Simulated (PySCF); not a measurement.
**How methods differ on the ionisation energy of Cd(33+)**

Cd(33+) [Ne] 3s2 3p3 (4S) → Cd(34+) [Ne] 3s2 3p2 (3P), as a difference of total energies. Computed with PySCF 2.14 in an even-tempered Gaussian basis (18 s from 5.3 bohr⁻², ratio 2.5; 12 p from 6.9 bohr⁻², ratio 2.5; 4 d from 29 bohr⁻², ratio 2.7; 4 f from 43 bohr⁻², ratio 2.7), with scalar relativity by spin-free X2C-1e. Correlated levels: outer shells: 1s2 frozen; virtual orbitals above 40 to 60 times the deepest correlated orbital energy dropped. The calculations carry no spin-orbit coupling.

```tsv
method	ionisation energy (eV)
UHF	2097.4
LDA	2097.9
PBE	2098.3
PBE0	2098.4
r2SCAN	2099.2
PBEsol	2097.9
B2PLYP	2098.3
MP2 (outer shells)	2097.9
SCS-MP2 (outer shells)	2097.6
```

Spin-orbit coupling is strong in these open shells (close to jj coupling). The scalar numbers leave it out and a first-order estimate fails, so it can dominate the gap to the real levels.

Breit and QED terms and the two-electron picture change are absent.

For comparison: 2091 ± 8 eV (semi-empirical (NIST evaluation); NIST Atomic Spectra Database, ionization energies).
